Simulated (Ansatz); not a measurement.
`SB(S)Cl`, relaxed with RKS PBE-D4/def2-SVP in the Gaussian-basis code of Ansatz from a rough embedded geometry. The force threshold is 0.03 eV/Å; the program also tests the step.

Charge 0, multiplicity 1.

Start:

```xyz
6

S     1.478   -0.651   -0.488
B     0.059    0.279    0.187
S    -1.652   -0.337   -0.152
Cl    0.253    1.768    1.141
H     1.531    0.096   -1.698
H    -1.668   -1.154    1.010
```

```tsv
step	energy (eV)	largest force (eV/Å)	largest move (Å)
1	-34877.2512	1.348	0.000
2	-34877.3598	0.572	0.067
3	-34877.3851	0.356	0.091
4	-34877.4428	0.461	0.109
5	-34877.5673	0.991	0.195
6	-34877.7404	1.388	0.196
7	-34878.0011	1.176	0.200
8	-34878.2222	1.275	0.195
9	-34878.4533	0.467	0.197
10	-34878.5015	0.194	0.199
11	-34878.5020	0.190	0.002
12	-34878.5055	0.182	0.069
13	-34878.5129	0.012	0.035
```

End:

```xyz
6

S     1.023   -0.760   -0.764
B    -0.088    0.338    0.151
S    -1.674   -0.249    0.797
Cl    0.314    2.035    0.462
H     1.995    0.168   -0.990
H    -1.570   -1.531    0.344
```

Run time 8.5 s (4 threads of an Arm Neoverse V1 on a shared host); peak host memory 0.15 GiB.
